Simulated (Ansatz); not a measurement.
Al2F4H2S2, SMILES `[F][Al-]1([F])[SH+][Al-]([F])([F])[SH+]1`, 10 atoms. The species carries charge 0 and has multiplicity 1. All runs use 4 threads of an Intel Xeon Platinum 8259CL on a shared host. Correlated methods freeze the cores.

Task: How many basis functions does each run have, and how long does it take in Ansatz? RKS ωB97M-V/def2-SVP energy; RKS PBE0-D4/def2-SVP energy; RHF-MP2/def2-TZVPP energy; RKS r2SCAN0-D4/def2-TZVPP energy; RHF-CCSD(T)/def2-SVP energy; RKS PBE0-D4/def2-TZVP relaxation (6 steps); direct RPA on PBE orbitals/def2-TZVPP energy; RKS ωB97M-V/def2-QZVPP energy; RKS BHLYP-D4/def2-TZVPP energy; RHF-MP2/def2-QZVPP energy; RKS ωB97X-V/def2-TZVPP energy; RKS PBE0-D4/def2-TZVP frequencies. (Estimate.)

Result: Computed: Other jobs shared the machine, so times are rough.

```csv
level,job,functions,wall time,peak host memory (GiB)
RKS PBE0-D4/def2-SVP,energy,138,2.3 s,0.37
RKS BHLYP-D4/def2-TZVPP,energy,320,7.5 s,1.5
RKS ωB97M-V/def2-SVP,energy,138,8 s,0.56
RHF-MP2/def2-TZVPP,energy,320,8.5 s,1.1
direct RPA on PBE orbitals/def2-TZVPP,energy,320,9 s,0.97
RKS r2SCAN0-D4/def2-TZVPP,energy,320,10 s,1.5
RKS ωB97X-V/def2-TZVPP,energy,320,15 s,1.6
RHF-CCSD(T)/def2-SVP,energy,138,16 s,0.91
RKS ωB97M-V/def2-QZVPP,energy,568,40 s,3.6
RHF-MP2/def2-QZVPP,energy,568,42 s,4.5
RKS PBE0-D4/def2-TZVP,relaxation (6 steps),284,53 s,1.2
RKS PBE0-D4/def2-TZVP,frequencies,284,6 min,1.2
```
